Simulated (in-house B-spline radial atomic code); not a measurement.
How numerical settings move a run on Sr3+, [Ar] 3d10 4s2 4p5. Computed with a B-spline radial code for spherical atoms: Dirac-Kohn-Sham LDA VWN5, spherical fractional occupations, Fermi nucleus of rms radius 4.224 fm.

Command:
```bash
python run_scf.py task.json out
```
Settings of the sound reference run:
```
Z                38
electrons        35
configuration    [Ar] 3d10 4s2 4p5
hamiltonian      dirac
method           lda,vwn
spin_polarised   False
nucleus          fermi
rms_radius       4.224
mass_number      88
atomic_mass      87.90561
speed_of_light   137.036
knot_spacing     0.22
spline_order     8
gauss_points     12
box_radius       16.22
max_iterations   70
damping          0.5
damped_steps     3
diis_vectors     10
tolerance        1e-08
start            Thomas-Fermi
```

Cost of the run: 1.7 s on 1 thread of Arm Neoverse N1, on a shared host.

It converges in 9 iterations to -3173.874372 hartree, with 4p3/2 at -49.9028 eV. The other runs change the listed settings, some to values that make no sense; their results aren't properties of the atom or ion. Radii are in bohr (the nuclear one in fm), a minus after a letter asks for a j subshell, and «unchanged» means within 1e-8 hartree. The run stops when the residual is below 10 × tolerance × max(1, Z/10), or a noise floor if that is larger, and the energy moves by less than 1e-8 × √|E| hartree; so very loose and very tight tolerances often act alike.

| changed settings | outcome |
| --- | --- |
| knot_spacing = 0.3 | converged in 9 iterations, energy +5.16e-06 hartree from the reference, 4p3/2 level +4.9e-06 eV |
| first_knot = 0.00789 | converged in 9 iterations, energy +2.04e-02 hartree from the reference, 4p3/2 level +2.0e-03 eV |
| spline_order = 3 | converged in 9 iterations, energy +7.91e-02 hartree from the reference, 4p3/2 level +2.7e-04 eV |
| knot_spacing = 0.4, max_iterations = 100, damped_steps = 8 | converged in 12 iterations, energy +3.61e-04 hartree from the reference, 4p3/2 level -9.1e-05 eV |
| spline_order = 4 | converged in 9 iterations, energy +1.29e-03 hartree from the reference, 4p3/2 level -5.1e-05 eV |
| spline_order = 6 | converged in 9 iterations, energy +1.84e-06 hartree from the reference |
| first_knot = 0.000263 | converged in 9 iterations, energy -1.70e-04 hartree from the reference, 4p3/2 level +1.3e-06 eV |
| knot_spacing = 2 | converged in 8 iterations, energy +3.29e+02 hartree from the reference, 4p3/2 level -8.5e-01 eV (the program warns: 4p3/2 reaches the box edge; 1s1/2 reaches the box edge) |
| knot_spacing = 1.4 | converged in 9 iterations, energy +1.36e+02 hartree from the reference, 4p3/2 level -2.4e-01 eV (the program warns: 4p3/2 reaches the box edge; 1s1/2 reaches the box edge) |
| electrons = 43, configuration = [Ar] 3d10 4s2 4p5 6s2 6p6, max_iterations = 100 | converged in 11 iterations to -3173.8452 hartree, a different physical problem (warning: 6s1/2 has a positive eigenvalue: unbound, held by the box) |
| box_radius = 4.87, first_knot = 0.000263, max_iterations = 75, damping = 0.95, start = bare nucleus | converged in 11 iterations, energy +8.67e-04 hartree from the reference, 4p3/2 level +3.2e-02 eV (the program warns: 4p3/2 reaches the box edge; 4s1/2 reaches the box edge) |
| spline_order = 10 | converged in 9 iterations, energy -2.70e-08 hartree from the reference |
| knot_spacing = 0.75 | converged in 9 iterations, energy +2.59e+00 hartree from the reference, 4p3/2 level -5.4e-02 eV (the program warns: 2s1/2 reaches the box edge) |
| box_radius = 3.24, max_iterations = 50, damping = 0, start = bare nucleus | converged in 11 iterations, energy +1.45e-01 hartree from the reference, 4p3/2 level +2.1e+00 eV (the program warns: 4p3/2 reaches the box edge; 3d3/2 reaches the box edge) |
| method = hf, spin_polarised = True | stopped with error: spin polarisation is not served with the Dirac Hamiltonian |
| first_knot = 2.63e-05 | converged in 9 iterations, energy +1.74e-08 hartree from the reference |
| first_knot = 2.63e-06 | converged in 9 iterations, energy -1.49e-08 hartree from the reference |
| knot_spacing = 0.55 | converged in 9 iterations, energy +7.40e-02 hartree from the reference, 4p3/2 level +1.6e-03 eV |
| knot_spacing = 0.1 | converged in 9 iterations, energy -4.63e-08 hartree from the reference |
| gauss_points = 16, first_knot = 0.00789, max_iterations = 5, tolerance = 1e-05 | not converged after 5 iterations, last residual 3.3e-03, last energy +4.70e-03 hartree from the reference |

Task: What happens with first_knot = 0.0263?

Result: Converged in 9 iterations, energy +6.14e-01 hartree from the reference, 4p3/2 level +2.9e-02 eV.

Task: What happens with spline_order = 7, first_knot = 0.00263, max_iterations = 100, damping = 0?

Result: Converged in 10 iterations, energy +2.12e-02 hartree from the reference, 4p3/2 level +2.2e-04 eV.

Task: What happens with first_knot = 0.0789?

Result: Converged in 9 iterations, energy +8.73e+00 hartree from the reference, 4p3/2 level +5.2e-01 eV.

Task: What happens with electrons = 37, configuration = [Ar] 3d10 4s2 4p7, max_iterations = 50?

Result: Stopped with error: shell 4p holds at most 6 electrons.
